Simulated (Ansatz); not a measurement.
Ansatz (an electronic-structure program) job for H4OSe2Si, SMILES O[SiH]([SeH])[SeH], PBE-D3(BJ)/def2-SVP. 

Ansatz 0.2 input:
```yaml
crystal:
  periodic: [false, false, false]
  atoms:
    - {symbol: Si, position_ang: [-0.85932044, -0.35534632, -0.11235053]}
    - {symbol: O, position_ang: [-1.83772292, -0.62279308, 1.20129244]}
    - {symbol: Se, position_ang: [-0.20623151, 1.81581628, -0.41537006]}
    - {symbol: Se, position_ang: [1.07723491, -1.53215739, 0.20829400]}
    - {symbol: H, position_ang: [-1.67138711, -0.80742427, -1.26785832]}
    - {symbol: H, position_ang: [-1.50107739, -0.31998505, 2.05484966]}
    - {symbol: H, position_ang: [-1.51511996, 2.20727329, -0.96842247]}
    - {symbol: H, position_ang: [1.80573865, -0.76707304, -0.81541536]}
basis:
  gaussian:
    orbitals: def2-SVP
hamiltonian:
  xc: pbe
  dispersion: d3bj
relax: {f_tol: 0.002, max_steps: 200}
```

Program output:

```
WARN ansatz: RAYON_NUM_THREADS=1 ignored (pool sized by the plan → 1); use --threads N
Functional definition: PBE
integrals: 0.07 GiB planned
1263 factors; their error is unknown
mean field: 0.33 GiB planned
mean field evaluation 1: about -140640.7120 eV, gradient 5.4e1 eV
mean field evaluation 2: about -140603.4975 eV, gradient 1.4e2 eV
mean field evaluation 4: about -140645.7586 eV, gradient 7.1e0 eV
mean field evaluation 8: about -140645.8970 eV, gradient 1.6e-1 eV
mean field evaluation 16: about -140645.6755 eV, gradient 2.5e-4 eV
mean field -140645.67546143 eV, -5168.6332401445 hartree, gradient 5.1e-5 eV, S^2 0.000000; 0 other end points of the search recorded, 0 dependent functions left out
the calculation of the forces begins
reference -140645.67549191 eV, -5168.6332412648 hartree; 47, 47 occupied and 69, 69 virtual orbitals, 1263 factors
relax step   1: F+E_penalty+E_count = -140645.90600160 eV  Δ(F+E_penalty+E_count) = +0.000e0 eV  max|allowed force component| = 4.461e-1 eV/Å  Δτ_max = 0.0000 Å  (27 SCF iters, accepted)
these checks for a lower state are left out or cut short: starts, cluster_reference, orbital_swaps, neighbouring_geometries, increment
integrals: 0.07 GiB planned
1263 factors; their error is unknown
mean field: 0.33 GiB planned
mean field -140645.68843619 eV, -5168.6337169583 hartree, gradient 1.8e-5 eV, S^2 0.000000; 0 other end points of the search recorded, 0 dependent functions left out
the calculation of the forces begins
reference -140645.68846676 eV, -5168.6337180817 hartree; 47, 47 occupied and 69, 69 virtual orbitals, 1263 factors
relax step   2: F+E_penalty+E_count = -140645.91787642 eV  Δ(F+E_penalty+E_count) = -1.187e-2 eV  max|allowed force component| = 2.327e-1 eV/Å  Δτ_max = 0.0163 Å  (28 SCF iters, accepted)
these checks for a lower state are left out or cut short: starts, cluster_reference, orbital_swaps, neighbouring_geometries, increment
integrals: 0.07 GiB planned
1263 factors; their error is unknown
mean field: 0.33 GiB planned
mean field evaluation 32: about -140645.6899 eV, gradient 1.8e-5 eV
mean field -140645.68987579 eV, -5168.6337698626 hartree, gradient 1.8e-5 eV, S^2 0.000000; 0 other end points of the search recorded, 0 dependent functions left out
the calculation of the forces begins
reference -140645.68990639 eV, -5168.6337709871 hartree; 47, 47 occupied and 69, 69 virtual orbitals, 1263 factors
relax step   3: F+E_penalty+E_count = -140645.91898357 eV  Δ(F+E_penalty+E_count) = -1.107e-3 eV  max|allowed force component| = 7.063e-2 eV/Å  Δτ_max = 0.0173 Å  (28 SCF iters, accepted)
these checks for a lower state are left out or cut short: starts, cluster_reference, orbital_swaps, neighbouring_geometries, increment
integrals: 0.07 GiB planned
1263 factors; their error is unknown
mean field: 0.33 GiB planned
mean field -140645.69050539 eV, -5168.6337929999 hartree, gradient 1.8e-5 eV, S^2 0.000000; 0 other end points of the search recorded, 0 dependent functions left out
the calculation of the forces begins
reference -140645.69053598 eV, -5168.6337941241 hartree; 47, 47 occupied and 69, 69 virtual orbitals, 1263 factors
relax step   4: F+E_penalty+E_count = -140645.91975325 eV  Δ(F+E_penalty+E_count) = -7.697e-4 eV  max|allowed force component| = 4.536e-2 eV/Å  Δτ_max = 0.0140 Å  (28 SCF iters, accepted)
these checks for a lower state are left out or cut short: starts, cluster_reference, orbital_swaps, neighbouring_geometries, increment
integrals: 0.07 GiB planned
1263 factors; their error is unknown
mean field: 0.33 GiB planned
mean field -140645.69065332 eV, -5168.6337984365 hartree, gradient 1.8e-5 eV, S^2 0.000000; 0 other end points of the search recorded, 0 dependent functions left out
the calculation of the forces begins
reference -140645.69068387 eV, -5168.6337995592 hartree; 47, 47 occupied and 69, 69 virtual orbitals, 1263 factors
relax step   5: F+E_penalty+E_count = -140645.92008162 eV  Δ(F+E_penalty+E_count) = -3.284e-4 eV  max|allowed force component| = 6.687e-2 eV/Å  Δτ_max = 0.0155 Å  (28 SCF iters, accepted)
these checks for a lower state are left out or cut short: starts, cluster_reference, orbital_swaps, neighbouring_geometries, increment
integrals: 0.07 GiB planned
1263 factors; their error is unknown
mean field: 0.33 GiB planned
mean field -140645.69075679 eV, -5168.6338022389 hartree, gradient 1.7e-5 eV, S^2 0.000000; 0 other end points of the search recorded, 0 dependent functions left out
the calculation of the forces begins
reference -140645.69078734 eV, -5168.6338033617 hartree; 47, 47 occupied and 69, 69 virtual orbitals, 1263 factors
relax step   6: F+E_penalty+E_count = -140645.92021783 eV  Δ(F+E_penalty+E_count) = -1.362e-4 eV  max|allowed force component| = 1.705e-2 eV/Å  Δτ_max = 0.0030 Å  (22 SCF iters, accepted)
these checks for a lower state are left out or cut short: starts, cluster_reference, orbital_swaps, neighbouring_geometries, increment
integrals: 0.07 GiB planned
1263 factors; their error is unknown
mean field: 0.33 GiB planned
mean field -140645.69074429 eV, -5168.6338017795 hartree, gradient 8.3e-6 eV, S^2 0.000000; 0 other end points of the search recorded, 0 dependent functions left out
the calculation of the forces begins
reference -140645.69077484 eV, -5168.6338029021 hartree; 47, 47 occupied and 69, 69 virtual orbitals, 1263 factors
relax step   7: F+E_penalty+E_count = -140645.92023921 eV  Δ(F+E_penalty+E_count) = -2.138e-5 eV  max|allowed force component| = 4.012e-3 eV/Å  Δτ_max = 0.0025 Å  (23 SCF iters, accepted)
these checks for a lower state are left out or cut short: starts, cluster_reference, orbital_swaps, neighbouring_geometries, increment
integrals: 0.07 GiB planned
1263 factors; their error is unknown
mean field: 0.33 GiB planned
mean field evaluation 64: about -140645.6907 eV, gradient 8.3e-6 eV
mean field -140645.69072517 eV, -5168.6338010767 hartree, gradient 8.3e-6 eV, S^2 0.000000; 0 other end points of the search recorded, 0 dependent functions left out
the calculation of the forces begins
reference -140645.69075571 eV, -5168.6338021992 hartree; 47, 47 occupied and 69, 69 virtual orbitals, 1263 factors
relax step   8: F+E_penalty+E_count = -140645.92024748 eV  Δ(F+E_penalty+E_count) = -8.271e-6 eV  max|allowed force component| = 3.879e-3 eV/Å  Δτ_max = 0.0026 Å  (22 SCF iters, accepted)
these checks for a lower state are left out or cut short: starts, cluster_reference, orbital_swaps, neighbouring_geometries, increment
integrals: 0.07 GiB planned
1263 factors; their error is unknown
mean field: 0.33 GiB planned
mean field -140645.69070883 eV, -5168.6338004764 hartree, gradient 1.2e-5 eV, S^2 0.000000; 0 other end points of the search recorded, 0 dependent functions left out
the calculation of the forces begins
reference -140645.69073937 eV, -5168.6338015987 hartree; 47, 47 occupied and 69, 69 virtual orbitals, 1263 factors
relax step   9: F+E_penalty+E_count = -140645.92025123 eV  Δ(F+E_penalty+E_count) = -3.752e-6 eV  max|allowed force component| = 2.785e-3 eV/Å  Δτ_max = 0.0030 Å  (22 SCF iters, accepted)
these checks for a lower state are left out or cut short: starts, cluster_reference, orbital_swaps, neighbouring_geometries, increment
integrals: 0.07 GiB planned
1263 factors; their error is unknown
mean field: 0.33 GiB planned
mean field -140645.69073789 eV, -5168.6338015442 hartree, gradient 8.4e-6 eV, S^2 0.000000; 0 other end points of the search recorded, 0 dependent functions left out
the calculation of the forces begins
reference -140645.69076842 eV, -5168.6338026663 hartree; 47, 47 occupied and 69, 69 virtual orbitals, 1263 factors
relax step  10: F+E_penalty+E_count = -140645.92026034 eV  Δ(F+E_penalty+E_count) = -9.105e-6 eV  max|allowed force component| = 2.949e-3 eV/Å  Δτ_max = 0.0049 Å  (23 SCF iters, accepted)
these checks for a lower state are left out or cut short: starts, cluster_reference, orbital_swaps, neighbouring_geometries, increment
integrals: 0.07 GiB planned
1263 factors; their error is unknown
mean field: 0.33 GiB planned
mean field -140645.69073869 eV, -5168.6338015738 hartree, gradient 5.8e-6 eV, S^2 0.000000; 0 other end points of the search recorded, 0 dependent functions left out
the calculation of the forces begins
reference -140645.69076923 eV, -5168.6338026958 hartree; 47, 47 occupied and 69, 69 virtual orbitals, 1263 factors
relax step  11: F+E_penalty+E_count = -140645.92026230 eV  Δ(F+E_penalty+E_count) = -1.960e-6 eV  max|allowed force component| = 1.674e-3 eV/Å  Δτ_max = 0.0024 Å  (22 SCF iters, accepted)
integrals: 0.07 GiB planned
1263 factors; their error is unknown
mean field: 0.33 GiB planned
mean field evaluation 96: about -140645.6907 eV, gradient 2.4e-2 eV
mean field -140645.69073869 eV, -5168.6338015738 hartree, gradient 5.7e-6 eV, S^2 0.000000; 1 other end points of the search recorded, 0 dependent functions left out
the calculation of the forces begins
reference -140645.69076923 eV, -5168.6338026958 hartree; 47, 47 occupied and 69, 69 virtual orbitals, 1263 factors
Total energy: -140645.92029283 eV, -5168.6422375328 hartree
Atom 0 at    -0.864172    -0.360429    -0.109517 Å, force     0.000914     0.000337    -0.001674 eV/Å
Atom 1 at    -1.857110    -0.632299     1.212345 Å, force    -0.000760    -0.000400    -0.000590 eV/Å
Atom 2 at    -0.191352     1.819198    -0.412383 Å, force     0.000960     0.000103    -0.000602 eV/Å
Atom 3 at     1.085858    -1.547369     0.202344 Å, force     0.000283     0.000308     0.000643 eV/Å
Atom 4 at    -1.690706    -0.812183    -1.270721 Å, force    -0.000617     0.000425     0.001034 eV/Å
Atom 5 at    -1.494122    -0.320321     2.061740 Å, force     0.000549    -0.000383     0.000168 eV/Å
Atom 6 at    -1.506660     2.211062    -0.987240 Å, force    -0.000544    -0.000375     0.000445 eV/Å
Atom 7 at     1.810380    -0.739349    -0.811548 Å, force    -0.000786    -0.000014     0.000577 eV/Å
Dipole moment:    -0.019775     0.156864     0.045029 e Å
```

Self-consistency was reached.
